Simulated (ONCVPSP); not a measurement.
What one change does to a pseudopotential (chromium (Cr), ONCV)

ONCVPSP 4.0.1 input, shortened (lines: element, Z, core and valence counts, functional; n l f; lmax; l rc ep ncon nbas qcut; lloc lpopt rc5 dvloc0; l nproj debl; icmod fcfact rcfact), LDA (Perdew-Wang 92), fully relativistic:

```
  Cr 24.00    3    5  -001012      upf
    1    0    2.00
    2    0    2.00
    2    1    6.00
    3    0    2.00
    3    1    6.00
    3    2    5.00
    4    0    0.50
    4    1    0.50
    2
    0    1.40    0.00    3    7    8.20
    1    1.90    0.00    4    8    7.70
    2    1.40    0.00    4    8   11.00
    4    5    1.00    0.00
    0    2    0.50
    1    2    1.60
    2    3    3.40
    0    0.00    0.00
```

Open shells are filled in proportion to 2j + 1.

All-electron outer shells of the reference configuration (LDA (PZ), scalar-relativistic, ld1.x):

```csv
shell,level (eV),outermost node (bohr),outermost maximum (bohr)
2s,-666.15,0.09,0.24
2p,-560.99,–,0.20
3s,-74.29,0.36,0.78
3p,-46.08,0.33,0.80
4s,-4.71,1.12,2.71
3d,-3.84,–,0.84
4p,-1.51,1.25,3.80
```

Change: p: rc 1.62.

Cutoffs: the cutoffs (Ha) at which the residual kinetic energy of the hardest occupied pseudo-wave falls to 1 and 0.1 mHa per electron; they do not see the model core or the augmentation charge, which bear on the density cutoff. Errors are all-electron minus pseudo energies relative to the spin-unpolarised reference configuration.

**Question.** What does the change do?

**Answer.** The potential gets neither clearly harder nor softer (46 Ha and 52 Ha → 46 Ha and 52 Ha); of the 4 tests that both files solve, the error grows in 2 and shrinks in 0 by more than 15 % and 0.3 meV (median size 1.0 → 1.4 meV); neither file shows a bound ghost.

```tsv
quantity	base	changed
cutoff, loose	46 Ha	46 Ha
cutoff, tight	52 Ha	52 Ha
loose cutoff by channel	s 23 Ha, p 21 Ha, d 46 Ha	s 23 Ha, p 23 Ha, d 46 Ha
bound ghosts	none	none
GHOST(+) flags under 300 eV	none	none
error for 3s2 3p6 3d5 4s1 4p0, meV [ΔE -1.57 eV]	-0.1	-0.1
error for 3s2 3p6 3d5 4s0 4p0, meV [ΔE 5.56 eV]	+1.1	+1.1
error for 3s2 3p6 3d4 4s0 4p0, meV [ΔE 21.90 eV]	+0.9	+1.7
error for 3s2 3p6 3d4 4s1 4p1, meV [ΔE 2.04 eV]	+5.7	+6.7
s: phases at 1.42 bohr within 0.05 rad from the reference energy up to (Ha; the scan ends near 5)	to the end of the scan	to the end of the scan
d5/2: phases at 1.42 bohr within 0.05 rad from the reference energy up to (Ha; the scan ends near 5)	to the end of the scan	to the end of the scan
d3/2: phases at 1.42 bohr within 0.05 rad from the reference energy up to (Ha; the scan ends near 5)	to the end of the scan	to the end of the scan
```
